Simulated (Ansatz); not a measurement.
`OB(F)N[SiH3]` + `C#CC=S` → `[SiH3]C#CC=S` + `NB(O)F`  (formal exchange of groups at the Si–N bond)

Program: Ansatz. Geometries: PBE0-D4/def2-TZVP. ΔE: electronic, gas phase. CCSD(T)/CBS is the MP2 limit (def2-TZVPP, def2-QZVPP) plus CCSD(T) − MP2 in def2-TZVPP, frozen cores. DFT in def2-TZVPP. One conformer a species, not always the lowest.

CCSD(T)/CBS gives +15.9 kJ/mol.

(1) Another level gave +20.3 kJ/mol. Which?
A. HF/def2-TZVPP
B. r2SCAN0/def2-TZVPP
C. revPBE-D4/def2-TZVPP
D. revPBE/def2-TZVPP

Largest T1 diagnostic among the species: 0.016.

Answers

(1) A. HF/def2-TZVPP 20.3, revPBE-D4 7.1, r2SCAN0 12.3, revPBE 1.9 kJ/mol.

From PBE to PBE0 (25 % exact exchange), in def2-TZVPP and without D4, ΔE moves by +4.0 kJ/mol. In def2-TZVPP, CCSD(T) changes the Hartree–Fock value by −4.6 kJ/mol (the triples alone add −1.7 kJ/mol) and MP2 by −6.3 kJ/mol. Leaving LDA and LC-ωPBE aside and taking each functional with its dispersion term where it has one, the values, not all of them listed here, spread over 11.8 kJ/mol, from PBE-D4 to ωB97M-V. LDA lies +4.5 kJ/mol from PBE without D4.

CCSD(T)/CBS has its own doubt, a few kJ/mol and more with outer-core shells, so smaller differences from it don't rank the levels.
